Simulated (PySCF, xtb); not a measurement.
CH₃Si, SMILES [Si]C (connectivity only; charge and spin as stated), charge +1, multiplicity 1.

Harmonic wavenumbers (cm⁻¹) from GFN2-xTB (xtb) at its own minimum, in rising order: 713, 713, 790, 1299, 1320, 1320, 2934, 2935, 2942.

**Question.** What does PySCF with r2SCAN-D4/def2-TZVP give at its own minimum? (Estimate from the structure and the level; the computed values follow.)

**Answer.** 428, 428, 776, 1229, 1326, 1326, 2954, 3034, 3034. Paired by order, the mean absolute difference is 97 cm⁻¹ and the zero-point energies are 21.4 and 20.8 kcal/mol.
